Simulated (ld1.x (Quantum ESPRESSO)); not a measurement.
**Configuration tests for potassium (PAW)**

```json
{
  "Element": "K (Z = 19)",
  "Generator": "ld1.x (Quantum ESPRESSO) 7.5",
  "Type": "PAW",
  "Functional": "Wu–Cohen",
  "Relativity": "scalar-relativistic",
  "Frozen core": "[Ne]",
  "Valence charge": "9",
  "Reference configuration": "3s2 3p6 3d0.5 4s0.5 4p0",
  "Partial waves": "3s (bound): rcut 1.64, rcutus 1.78 bohr; 4s (bound): rcut 1.64, rcutus 1.78 bohr; 3p (bound): rcut 1.92, rcutus 2.50 bohr; 4p (bound, empty): rcut 1.92, rcutus 2.50 bohr; 3d (bound): rcut 3.36, rcutus 4.38 bohr; 3d channel at 0.8 Ry: rcut 3.36, rcutus 4.38 bohr",
  "Local potential": "all-electron potential smoothed inside 3.32 bohr (lloc = -1)",
  "Core correction": "a·sin(br)/r model core, default radius (ld1.x builds one for every PAW set, though the input has nlcc=.false.)",
  "Augmentation charge": "PSQ, inside the norm-conserving radii"
}
```

Energies are relative to the spin-unpolarised reference configuration 3s2 3p6 3d0.5 4s0.5 4p0; without spin polarisation the order of configurations can differ from experiment. Not all tests gave a result: test run stopped at test 6 of 7 (negative rho), 1 before it not solved. Left out of the table: 3s2 3p6 3d1 4s0 4p0 (solver errors, printed error -580 eV).

Problem. Give the all-electron excitation energy and the error of the potential for: 3s2 3p6 3d0 4s1 4p0; 3s2 3p6 3d0 4s0 4p0; 3s2 3p6 3d0 4s0.5 4p0; 3s2 3p6 3d0 4s0 4p1.

Solution.

```
valence configuration  charge  ΔE all-electron (eV)  error AE − PS (meV)
  3s2 3p6 3d0 4s1 4p0       0                -1.194                 +0.1
  3s2 3p6 3d0 4s0 4p0      +1                 2.979                  0.0
3s2 3p6 3d0 4s0.5 4p0    +0.5                 0.395                 +0.1
  3s2 3p6 3d0 4s0 4p1       0                 0.284                 +0.1
```
